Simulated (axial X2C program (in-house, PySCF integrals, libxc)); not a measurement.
# Spin–orbit effects down a group: molecules with Ni, HF

Computed with an in-house all-electron X2C program for linear molecules (integrals from PySCF), spin-free (one-electron X2C) or two-component (2c: spin–orbit coupling with atomic mean-field Coulomb and Gaunt terms, which also bring small scalar terms), in Dyall basis sets with cores contracted in-house; open shells are unrestricted.

Basis sets: H dyall-v3z, Li dyall-cv3z, Na dyall-cv3z, Ni dyall-cv3z.

| molecule | spin-free state | Re (Å) | ωe (cm⁻¹) | De (eV) | 2c state | Re 2c (Å) | ωe 2c (cm⁻¹) | De 2c (eV) |
| --- | --- | --- | --- | --- | --- | --- | --- | --- |
| NiH | M_S = 1/2, Λ = 2 | 1.622 | 1662.2 | 1.14 | Ω = 5/2 | 1.623 | 1660.9 | 1.11 |
| LiNi | M_S = 1/2, Λ = 2 | 2.469 | 295.8 | -1.19 | Ω = 5/2 | 2.469 | 295.5 | -1.23 |
| NaNi | M_S = 1/2, Λ = 0 | 2.958 | 119.6 | 0.22 | Ω = 1/2 | 2.939 | 121.7 | n/a |

**Question.** Work out the shifts from the spin-free to the two-component result.

**Answer.** 

```tsv
molecule	2c state	ΔRe (Å)	Δωe (cm⁻¹)	ΔDe (eV)
NiH	Ω = 5/2	0.001	-1.3	-0.03
LiNi	Ω = 5/2	0.000	-0.3	-0.04
NaNi	Ω = 1/2	-0.019	2.1	n/a
```

Shifts of one unit in the last digit are rounding.

Each entry is the lowest single determinant of a limited PBE0 search at one distance. De goes to single-determinant-based atoms at the same level (for ions the charge split of lowest energy) and is withheld (n/a) where an atom does not fit its ground term or J level. Main or longest-lived isotopes. One determinant is a doubtful description, or other states lie close, for NiH, LiNi, NaNi; these need not be ground states, and all values refer to the states named.
